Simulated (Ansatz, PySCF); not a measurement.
C3H3NO3S, SMILES OS(/C=C/C#N)(=O)=O. Atoms are numbered in the order given.

```xyz
11

N      3.7969     1.0674    -0.6304
C      2.6503     0.9629    -0.4967
C      1.2391     0.8525    -0.3333
C      0.6349    -0.3018    -0.0344
S     -1.1234    -0.3445     0.0952
O     -1.6001    -1.4883    -0.6578
O     -1.6337     0.9910    -0.0999
O     -1.2896    -0.7066     1.6634
H      0.6361     1.7599    -0.4575
H      1.1432    -1.2596     0.1016
H     -1.6242    -1.6161     1.7186
```

The structure is a stationary point at PBE0-D3(BJ)/def2-SVP. One conformer was computed; it need not be the lowest.

Two levels are set side by side: PBE-D3(BJ)/def2-SVP (Ansatz, an electronic-structure program) and PBE0-D3(BJ)/def2-SVP (Ansatz). Each level has its own optimised geometry; the coordinates shown are those of the second. Frequencies come from the Hessian of PySCF at each geometry. Differences are taken from unrounded values.

```tsv
quantity	PBE0-D3(BJ)
mean bond length (Å)	1.336
bond N1–C2 (Å)	1.159
bond C2–C3 (Å)	1.425
bond C3–C4 (Å)	1.337
bond C4–S5 (Å)	1.764
bond S5–O6 (Å)	1.450
bond S5–O7 (Å)	1.443
bond S5–O8 (Å)	1.618
bond C3–H9 (Å)	1.097
bond C4–H10 (Å)	1.093
bond O8–H11 (Å)	0.971
highest harmonic wavenumber (cm⁻¹)	3812
mean harmonic wavenumber (cm⁻¹)	1080
zero-point energy (kcal/mol)	41.67
```

**Question.** What does PBE-D3(BJ) give, and how far is it from PBE0-D3(BJ)? (An estimate is asked for; the answer gives what the named calculation found.)

**Answer.** 
```tsv
quantity	PBE-D3(BJ)	PBE-D3(BJ) minus PBE0-D3(BJ)
mean bond length (Å)	1.351	0.016
bond N1–C2 (Å)	1.174	0.015
bond C2–C3 (Å)	1.425	0.000
bond C3–C4 (Å)	1.350	0.013
bond C4–S5 (Å)	1.782	0.018
bond S5–O6 (Å)	1.473	0.023
bond S5–O7 (Å)	1.465	0.022
bond S5–O8 (Å)	1.657	0.039
bond C3–H9 (Å)	1.105	0.009
bond C4–H10 (Å)	1.101	0.008
bond O8–H11 (Å)	0.982	0.012
highest harmonic wavenumber (cm⁻¹)	3642	-171
mean harmonic wavenumber (cm⁻¹)	1028	-51
zero-point energy (kcal/mol)	39.69	-1.97
```

GGA bonds tend to be longer and softer than those of functionals with exact exchange. Differences between two approximate levels are no errors against the true value.
